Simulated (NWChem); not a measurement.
System: C₂H₂Br₂; SMILES Br/C=C\Br

The following NWChem deck was run.

```
start job
memory heap 200 mb stack 900 mb global 1100 mb
geometry units angstroms noautosym nocenter noautoz
  Br    -1.785379     0.000000     0.263603
  C     -0.664852     0.000000    -1.261570
  C      0.664852     0.000000    -1.261570
  Br     1.785379     0.000000     0.263603
  H     -1.215252     0.000000    -2.195718
  H      1.215252     0.000000    -2.195718
end
basis spherical
  * library sto-3g
end
dft
  xc hfexch
  iterations 150
end
property
  shielding 3 1 2 5
end
task dft property
```

NWChem printed, in part:

```
             Northwest Computational Chemistry Package (NWChem) 7.3.0
             --------------------------------------------------------

                             Geometry "geometry" -> ""
                             -------------------------

 Output coordinates in angstroms (scale by  1.889725989 to convert to a.u.)

  No.       Tag          Charge          X              Y              Z
 ---- ---------------- ---------- -------------- -------------- --------------
    1 Br                  35.0000    -1.78537900     0.00000000     0.26360300
    2 C                    6.0000    -0.66485200     0.00000000    -1.26157000
    3 C                    6.0000     0.66485200     0.00000000    -1.26157000
    4 Br                  35.0000     1.78537900     0.00000000     0.26360300
    5 H                    1.0000    -1.21525200     0.00000000    -2.19571800
    6 H                    1.0000     1.21525200     0.00000000    -2.19571800

 Effective nuclear repulsion energy (a.u.)     423.6328879700

  xc_inp: hfexch multiplicative factor not found.
                              NWChem Property Module
                              ----------------------

  itol2e modified to match energy
  convergence criterion.

                                 NWChem DFT Module
                                 -----------------

 Summary of "ao basis" -> "ao basis" (spherical)
 ------------------------------------------------------------------------------
       Tag                 Description            Shells   Functions and Types
 ---------------- ------------------------------  ------  ---------------------
 Br                          sto-3g                  8       18   4s3p1d
 C                           sto-3g                  3        5   2s1p
 H                           sto-3g                  1        1   1s

  itol2e modified to match energy
  convergence criterion.

            General Information
            -------------------
          SCF calculation type: DFT
          Wavefunction type:  closed shell.
          No. of atoms     :     6
          No. of electrons :    84
           Alpha electrons :    42
            Beta electrons :    42
          Charge           :     0
          Spin multiplicity:     1
          Use of symmetry is: off; symmetry adaption is: off
          Maximum number of iterations: 150
          AO basis - number of functions:    48
                     number of shells:    24
          Convergence on energy requested:  1.00D-07
          Convergence on density requested:  1.00D-05
          Convergence on gradient requested:  5.00D-04

              XC Information
              --------------
                     Hartree-Fock (Exact) Exchange  1.000

      Superposition of Atomic Density Guess
      -------------------------------------

 Sum of atomic energies:       -5164.58079156

      Non-variational initial energy
      ------------------------------

 Total energy =   -5165.106507
 1-e energy   =   -8073.361314
 2-e energy   =    2484.621919
 HOMO         =      -0.084570
 LUMO         =       0.260881

   convergence    iter        energy       DeltaE   RMS-Dens  Diis-err
 ---------------- ----- ----------------- --------- --------- ---------
 d= 0,ls=0.0,diis     1  -5165.1909043034 -5.59D+03  1.88D-02  2.78D-01
 d= 0,ls=0.0,diis     2  -5165.2578987175 -6.70D-02  4.64D-03  3.08D-02
 d= 0,ls=0.0,diis     3  -5165.2640497122 -6.15D-03  1.60D-03  1.31D-03
 d= 0,ls=0.0,diis     4  -5165.2645333174 -4.84D-04  2.43D-04  2.04D-05
 d= 0,ls=0.0,diis     5  -5165.2645450908 -1.18D-05  5.06D-05  7.44D-07
 d= 0,ls=0.0,diis     6  -5165.2645454966 -4.06D-07  3.91D-06  6.18D-09
 d= 0,ls=0.0,diis     7  -5165.2645454990 -2.35D-09  3.15D-07  4.37D-11

         Total DFT energy =    -5165.264545498987
      One electron energy =    -8071.092513990063
           Coulomb energy =     2674.510329858099
    Exchange-Corr. energy =     -192.315249337001
 Nuclear repulsion energy =      423.632887969978

 Numeric. integr. density =        0.000000000000

                       DFT Final Molecular Orbital Analysis
                       ------------------------------------

 Vector   40  Occ=2.000000D+00  E=-3.343355D-01
              MO Center=  2.2D-12,  4.7D-17,  1.6D-01, r^2= 4.4D+00
   Bfn.  Coefficient  Atom+Function         Bfn.  Coefficient  Atom+Function
  ----- ------------  ---------------      ----- ------------  ---------------
    11      0.582747  1 Br px                39     -0.582747  4 Br px
    13      0.408519  1 Br pz                41      0.408519  4 Br pz
     7     -0.170360  1 Br px                35      0.170360  4 Br px
     9     -0.119157  1 Br pz                37     -0.119157  4 Br pz
    47      0.119014  5 H  s                 48      0.119014  6 H  s

 Vector   41  Occ=2.000000D+00  E=-3.235754D-01
              MO Center= -2.2D-12, -4.0D-16,  2.3D-01, r^2= 4.4D+00
   Bfn.  Coefficient  Atom+Function         Bfn.  Coefficient  Atom+Function
  ----- ------------  ---------------      ----- ------------  ---------------
    11      0.542679  1 Br px                39      0.542679  4 Br px
    13      0.480826  1 Br pz                41     -0.480826  4 Br pz
     7     -0.158825  1 Br px                35     -0.158825  4 Br px
     9     -0.141263  1 Br pz                37      0.141263  4 Br pz
    47      0.084282  5 H  s                 48     -0.084282  6 H  s

 Vector   42  Occ=2.000000D+00  E=-2.771650D-01
              MO Center=  2.2D-13, -1.3D-15, -2.5D-01, r^2= 3.8D+00
   Bfn.  Coefficient  Atom+Function         Bfn.  Coefficient  Atom+Function
  ----- ------------  ---------------      ----- ------------  ---------------
    12      0.614054  1 Br py                40      0.614054  4 Br py
    22     -0.401570  2 C  py                27     -0.401570  3 C  py
     8     -0.177136  1 Br py                36     -0.177136  4 Br py
     4      0.058626  1 Br py                32      0.058626  4 Br py

 Vector   43  Occ=0.000000D+00  E= 2.778410D-01
              MO Center= -8.9D-14, -8.2D-16, -1.2D+00, r^2= 1.5D+00
   Bfn.  Coefficient  Atom+Function         Bfn.  Coefficient  Atom+Function
  ----- ------------  ---------------      ----- ------------  ---------------
    22      0.808021  2 C  py                27     -0.808021  3 C  py
    12     -0.193216  1 Br py                40      0.193216  4 Br py
     8      0.050708  1 Br py                36     -0.050708  4 Br py

[...]

          -----------------------------------------
          Chemical Shielding Tensors (GIAO, in ppm)
          -----------------------------------------

                                NWChem CPHF Module
                                ------------------

  scftype          =     RHF
  nclosed          =       42
  nopen            =        0
  variables        =      252
  # of vectors     =        3
  tolerance        = 0.10D-03
  level shift      = 0.00D+00
  max iterations   =       50
  max subspace     =       30

 SCF residual:    1.7925040683051126E-006

Iterative solution of linear equations
  No. of variables      252
  No. of equations        3
  Maximum subspace       30
        Iterations       50
       Convergence  1.0D-04

   iter   nsub   residual    time
   ----  ------  --------  ---------
     1      3    2.54D+00       3.5
     2      6    2.91D-01       3.7
     3      9    4.91D-02       3.9
     4     12    8.57D-03       4.2
     5     15    1.18D-03       4.4
     6     18    1.18D-04       4.6
     7     21    3.38D-05       4.8

      Atom:    1  Br
        Diamagnetic
   3099.3791     -0.0000     -7.3281
     -0.0000   3090.1649     -0.0000
     -7.3281     -0.0000   3099.8781

        Paramagnetic
   -389.4558      0.0000   -226.5931
      0.0000   -333.6918     -0.0000
   -226.5931     -0.0000   -269.6739

        Total Shielding Tensor
   2709.9233      0.0000   -233.9212
      0.0000   2756.4731     -0.0000
   -233.9212     -0.0000   2830.2043

           isotropic =    2765.5336
          anisotropy =     369.0881

          Principal Components and Axis System
                 1           2           3
             3011.5923   2756.4731   2528.5353

      1        -0.6128     -0.0000      0.7903
      2        -0.0000      1.0000      0.0000
      3         0.7903      0.0000      0.6128

      Atom:    2  C
        Diamagnetic
    268.8315     -0.0000     -4.5482
     -0.0000    237.5577      0.0000
     -4.5482      0.0000    262.1950

        Paramagnetic
   -131.0458     -0.0000    -11.0817
     -0.0000    -38.4018     -0.0000
    -11.0817     -0.0000   -244.7368

        Total Shielding Tensor
    137.7857     -0.0000    -15.6299
     -0.0000    199.1559     -0.0000
    -15.6299     -0.0000     17.4582

           isotropic =     118.1332
          anisotropy =     121.5340

          Principal Components and Axis System
                 1           2           3
              199.1559    139.7828     15.4611

      1         0.0000      0.9919      0.1267
      2         1.0000      0.0000      0.0000
      3         0.0000     -0.1267      0.9919

      Atom:    3  H
        Diamagnetic
     31.0734      0.0000      6.5016
      0.0000     21.9942      0.0000
      6.5016      0.0000     41.3430

        Paramagnetic
     -2.3443     -0.0000     -6.5913
     -0.0000      1.1337     -0.0000
     -6.5913     -0.0000    -12.4798

        Total Shielding Tensor
     28.7291     -0.0000     -0.0897
     -0.0000     23.1280     -0.0000
     -0.0897     -0.0000     28.8633

           isotropic =      26.9068
          anisotropy =       3.0021

          Principal Components and Axis System
                 1           2           3
               28.9082     28.6842     23.1280

      1        -0.4477      0.8942      0.0000
      2         0.0000      0.0000      1.0000
      3         0.8942      0.4477      0.0000
```

Level: Hartree-Fock/STO-3G, GIAO. STO-3G and 3-21G are far too small for this property and stand as cheap habits. All runs use the structure optimised with B3LYP/6-31G* (spherical d). The output numbers the shielded atoms by their place in the input's list. The printed shielding anisotropy is the first printed principal value minus the mean of the other two.
